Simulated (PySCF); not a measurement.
# Assignment exercise: C₇H₁₀O₂

Atoms are numbered as in `[CH3:1]/[CH:2]=[CH:3]/[CH:4]=[CH:5]\[O:6][C:7]([CH3:8])=[O:9]`; H(Xn) means a hydrogen on atom n.

- GFN2-xTB structure
- PBE0/pcSseg-1 with gauge-including orbitals
- program: PySCF
- in vacuum, one averaged value for each set of equivalent atoms, a single conformation, non-relativistic

δ = σ(ref) − σ, references computed at the same level: TMS for ¹³C (σref 186.93), ¹H (σref 31.72).

Q: Assign these signals to the numbered atoms. ¹³C{¹H} NMR (computed): δ 171.7 (C), 139.4 (CH), 137.5 (CH), 131.5 (CH), 119.2 (CH), 23.3 (CH3), 22.8 (CH3).

A: 
| δ (ppm) | atoms | environment | reason |
| --- | --- | --- | --- |
| 171.7 | C7 | ester carbonyl carbon | it is a carbonyl in resonance with an O or N lone pair, the region of acids, esters and amides |
| 139.4 | C5 | alkene carbon bearing oxygen | an sp2 carbon further deshielded by the attached heteroatom |
| 137.5 | C2 | alkene CH | an sp2 carbon of a C=C bond |
| 131.5 | C3 | alkene CH | – |
| 119.2 | C4 | β carbon of an enol-ether or enamine type C=C | – |
| 23.3 | C8 | methyl carbon α to a carbonyl | the adjacent C=O deshields it moderately |
| 22.8 | C1 | allylic methyl carbon | a saturated carbon with 1 carbon neighbour and no heteroatom attached |

C5 and C2; C8 and C1 lie closer than the usual error of such a calculation, so a measured spectrum could show them in the other order.

Q: Assign these signals to the numbered atoms. ¹H NMR (400 MHz, computed): δ 7.53 (d, 1H), 6.86 (m, 1H), 5.91 (m, 1H), 5.63 (m, 1H), 2.19 (s, 3H), 2.00 (d, 3H).

A: 
```tsv
δ (ppm)	atoms	environment	reason
7.53	H(C5)	hydrogen on an alkene carbon bearing oxygen	olefinic region
6.86	H(C3)	hydrogen on an alkene CH	olefinic region
5.91	H(C2)	hydrogen on an alkene CH	–
5.63	H(C4)	hydrogen on a β carbon of an enol-ether or enamine type C=C	attached to an sp2 carbon and in the plane of the double bond
2.19	H(C8)	hydrogen on a methyl carbon α to a carbonyl	α to C=O
2.00	H(C1)	hydrogen on an allylic methyl carbon	allylic position
```

Shifts are as computed. Against solution values, carbons near 30 ppm lie about +3 ppm off and those near 130 ppm about +5 ppm. Of 1211 compounds with measured shifts, 218 miss one by over three times the rms of a fit or turn the order of signals round; such compounds aren't used in these exercises. No couplings were computed; multiplicities are counted from neighbouring protons, with m where these are inequivalent, close in shift, in a saturated or five-membered ring or joined by F or P, and br s for small geminal =CH2 splittings.
